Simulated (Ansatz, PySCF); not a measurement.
Gas-phase reaction in SMILES: C[Si]([SiH3])([SiH3])N[SiH3] + 5 [H][H] (H2) -> C (CH4) + N (NH3) + 4 [SiH4] (SiH4)
Geometries: B3LYP-D3(BJ)/def2-TZVP minima from Ansatz (a first-principles code), one conformer each, not searched for the lowest.

Property: energy of full hydrogenation (enthalpy at 298 K, with B3LYP-D3(BJ) rigid-rotor harmonic-oscillator terms from PySCF), in eV. Cores are frozen in the correlated levels unless marked. Spin-orbit coupling is left out. No relativistic terms. CBS(X,Y): correlation extrapolated as X^-3; Hartree-Fock from the larger set. The bracket is a focal-point correction in the basis named.

```json
[
 {"level": "BHLYP-D4/def2-TZVPD", "program": "Ansatz + dftd4", "energy of full hydrogenation (eV)": "0.15"},
 {"level": "CAM-B3LYP-D3(BJ)/def2-TZVPD", "program": "Ansatz + dftd3", "energy of full hydrogenation (eV)": "0.12"}
]
```

### Question
Predict the RI-MP2/CBS(aug-cc-pV(T+d)Z,aug-cc-pV(Q+d)Z)+[CCSD(T)-MP2]/aug-cc-pV(T+d)Z result (Ansatz).

### Answer
0.41 eV
